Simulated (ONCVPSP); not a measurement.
## calcium, ONCV: configuration errors across variants

```
Element                 : calcium
Generator               : ONCVPSP 4.0.1
Type                    : optimised norm-conserving Vanderbilt (ONCV)
Functional              : LDA (Perdew-Wang 92)
Relativity              : scalar-relativistic
Frozen core             : [Ne]
Valence charge          : 10
Reference configuration : 3s2 3p6 4s2
Partial waves           : 3s+4s: rc 1.65 bohr, ncon 5, nbas 8, qcut 6.7 1/bohr, 2 projectors; 3p: rc 1.70 bohr, ncon 4, nbas 7, qcut 10.1 1/bohr, 2 projectors, debl 3 Ha; d scattering state at 0.2 Ha: rc 1.40 bohr, ncon 5, nbas 9, qcut 8.2 1/bohr, 1 projector; f scattering state at 0.25 Ha: rc 1.80 bohr, ncon 4, nbas 7, qcut 7 1/bohr, 2 projectors, debl 1.7 Ha
Local potential         : polynomial inside 1.10 bohr (lpopt 3, dvloc0 6 Ha)
Core correction         : Teter function fitted to the true core (icmod 2), fcfact 0.4
```

In the d channel the program set the typed energies aside and used 0.050 Ha.

All-electron excitation energies from the reference (eV): (1) 3s2 3p6 4s1 6.458; (2) 3s2 3p6 4s0 18.403; (3) 3s2 3p6 4s1.5 2.564; (4) 3s2 3p6 3d1 4s0 7.790.

A true bound ghost makes a file unfit for plane-wave use even where its test errors are small: the radial tests pick states by their node count and pass the ghost by.

Errors AE − PS in meV (a dash: test not solved or not reliable):

```tsv
change	(1)	(2)	(3)	(4)	bound ghosts	GHOST(+) flags above zero
base	-0.2	-0.9	-0.1	+0.7	none	none
local potential polynomial inside 1.10 bohr (lpopt 3, dvloc0 -2.5 Ha)	-0.2	-0.9	-0.1	+1.9	f	none
local potential polynomial inside 1.10 bohr (lpopt 3, dvloc0 -1 Ha)	-0.2	-0.9	-0.1	+1.5	none	none
local potential polynomial inside 1.10 bohr (lpopt 3, dvloc0 0 Ha)	-0.2	-0.9	-0.1	+1.3	none	none
local potential polynomial inside 1.10 bohr (lpopt 3, dvloc0 2 Ha)	-0.2	-0.9	-0.1	+1.1	none	none
local potential polynomial inside 1.10 bohr (lpopt 3, dvloc0 2.5 Ha)	-0.2	-0.9	-0.1	+1.0	none	none
local potential polynomial inside 1.10 bohr (lpopt 3, dvloc0 4.5 Ha)	-0.2	-0.9	-0.1	+0.9	none	none
local potential polynomial inside 1.10 bohr (lpopt 3, dvloc0 5.5 Ha)	-0.2	-0.9	-0.1	+0.8	none	none
local potential polynomial inside 1.10 bohr (lpopt 3, dvloc0 6.5 Ha)	-0.2	-0.9	-0.1	+0.7	none	none
local potential polynomial inside 1.10 bohr (lpopt 3, dvloc0 8.5 Ha)	-0.2	-0.9	-0.1	+0.5	none	none
```

(1) Give the same row for: local potential polynomial inside 1.10 bohr (lpopt 3, dvloc0 9 Ha).

## Answers

(1) -0.2, -0.9, -0.1, +0.5; bound ghosts: none; GHOST(+) flags above zero: none.
